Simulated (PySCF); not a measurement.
**How methods differ on the ionisation energy of Sn³²⁺**

Sn³²⁺ [Ar] (1S) → Sn³³⁺ [Ne] 3s2 3p5 (2P), as a difference of total energies. All numbers are calculated (PySCF 2.14, no relativity, point nucleus, in an even-tempered Gaussian basis (16 s from 5 bohr⁻², ratio 2.5; 11 p from 6.5 bohr⁻², ratio 2.5; 5 d from 30 bohr⁻², ratio 2.7; 4 f from 45 bohr⁻², ratio 2.7)). Correlated levels: outer shells: 1s2 frozen; virtual orbitals above 40 to 60 times the deepest correlated orbital energy dropped. The calculations carry no spin-orbit coupling.

| method | ionisation energy (eV) |
| --- | --- |
| UHF | 2065.2 |
| MP2 (outer shells) | 2066.1 |
| SCS-MP2 (outer shells) | 2066.0 |
| CCSD (outer shells) | 2066.0 |
| CCSD(T) (outer shells) | 2066.0 |

A first-order spin-orbit estimate (lowest level to lowest level, LS coupling) adds -14.478 eV.

All relativistic terms are absent from these numbers, so their closeness to the reference says little about the methods.

For comparison: 2074 ± 6 eV (semi-empirical (NIST evaluation); NIST Atomic Spectra Database, ionization energies).
